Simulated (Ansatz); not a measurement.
System: sum formula H2BO, charge 0, multiplicity 2. It need not be the lowest isomer of its formula. 
Coordinates optimised at B3LYP-D3(BJ)/def2-TZVP (Ansatz, a program for electronic structure):
```xyz
4

B     -0.7319     0.1970     0.2269
O      0.4516    -0.3244    -0.0878
H     -1.0577     1.3406     0.0563
H      1.1043     0.2699    -0.4882
```
Charge 0, spin multiplicity 2.

Basis-set convergence of Hartree-Fock and MP2 correlation energies (hartree) with Ansatz. Cores are frozen in the correlated levels unless marked. UHF or UKS for open shells. Spin-orbit coupling is left out. Non-relativistic.

```json
[
 {"basis": "def2-SVPD", "functions": "59", "E(HF)": "-100.61530", "E(corr, MP2)": "-0.26390"},
 {"basis": "def2-TZVPPD", "functions": "111", "E(HF)": "-100.73197", "E(corr, MP2)": "-0.32043"},
 {"basis": "def2-QZVPPD", "functions": "195", "E(HF)": "-100.73672", "E(corr, MP2)": "-0.34454"}
]
```

Extrapolating the two largest sets (X = 3 and 4) as X^-3: E(corr) = (64·(-0.34454) - 27·(-0.32043))/37 = -0.3621 Eh, an estimate of the basis-set limit. The largest set recovers 95.1 % of it, the smallest 72.9 %.
